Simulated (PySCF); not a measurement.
Run record: geometry optimisation, `[F][Al@H-]([CH3])[NH3+]`.

Method: PBE0-D3(BJ)/def2-SVP geometry optimisation, gas phase (PySCF 2.14.0). Start geometry: GFN2-xTB. A driver script takes a list of jobs; this job's settings line and coordinates (Å) are shown.

Command:
```bash
OMP_NUM_THREADS=1 python probes_run.py task.json out
```

Input:
```
{"job": {"xc": "PBE0", "basis": "def2-SVP", "d3": "d3bj", "grid": 1, "shake": 0.01, "kind": "geom"}, "charge": 0, "multiplicity": 1}
C     -1.591700    -0.519220    -0.018260
Al    -0.177900     0.875240    -0.172420
N      1.549700    -0.248370     0.093920
F      0.240300     1.891010     1.097900
H     -1.639970    -1.060470     0.908420
H     -1.559630    -1.231990    -0.825500
H     -2.593990    -0.041180    -0.116900
H      0.182650     1.515520    -1.539760
H      1.559040    -0.658240     1.049400
H      1.748430    -0.973750    -0.572700
H      2.321180     0.425610     0.080230
```

Output:
```
step   0  E = -438.90417089  max force = 0.032752
step   1  E = -438.90766840  max force = 0.006083
step   2  E = -438.90820127  max force = 0.002238
step   3  E = -438.90836794  max force = 0.002903
step   4  E = -438.90843591  max force = 0.001367
step   5  E = -438.90848620  max force = 0.000732
step   6  E = -438.90850474  max force = 0.000561
step   7  E = -438.90851202  max force = 0.000205
optimisation converged
```

Energies in Eh; «max force» is the largest Cartesian gradient component in Eh/bohr.

Problem. Give the first gradient maximum in eV/Å.

Solution. With 1 Eh/bohr = 51.422 eV/Å, 1.684 eV/Å.

Problem. How much energy does the optimisation release, in kJ/mol?

Solution. E(step 0) − E(last step) = 0.004341 Eh, which is 11.4 kJ/mol.

Summary of the converged run: final energy -438.90851 Eh after 7 steps; dipole 5.69 D.

Problem. Give the final coordinates.

Solution. 0.083 Å rms from the input after alignment:
```
atom  x, y, z in Å
C1    -1.5939   -0.4080   -0.0648
Al2   -0.1130    0.8747   -0.1975
N3     1.5328   -0.3191    0.1459
F4     0.1437    1.8743    1.1478
H5    -1.6193   -0.9210    0.9127
H6    -1.5501   -1.1863   -0.8473
H7    -2.5718    0.0898   -0.1801
H8     0.3018    1.5396   -1.5952
H9     1.4416   -0.8106    1.0365
H10    1.6932   -1.0185   -0.5803
H11    2.3708    0.2620    0.2048
```

On an Arm Neoverse V1 with one thread, no GPU, shared host with 64 logical CPUs at a one-minute load of 17, this took 20 s of wall time and 0.39 GiB of memory at its peak.
Labels such as C1 count atoms from 1, the log's own numbers from 0.
